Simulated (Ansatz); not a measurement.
The molecule BeF, multiplicity 2 (lowest of 2S+1 = 2, 4 at CCSD(T)/def2-TZVPP on PBE0 minima; our sources give no spin for the ground state, which may be another).

D_e counts from the fitted minimum to each atom's lowest state at the same level, without counterpoise.

Correlated levels freeze the cores.

Codes used: Ansatz (a quantum-chemistry and plane-wave program). Each number belongs to the level named beside it.

### Question
What bond energy D_e does CCSD/aug-cc-pVQZ give?

### Answer
132.2 kcal/mol

### Question
What bond energy D_e does SVWN5/def2-TZVPP give?

### Answer
159.4 kcal/mol

### Question
What bond energy D_e does B3LYP/def2-TZVPP give?

### Answer
137.3 kcal/mol
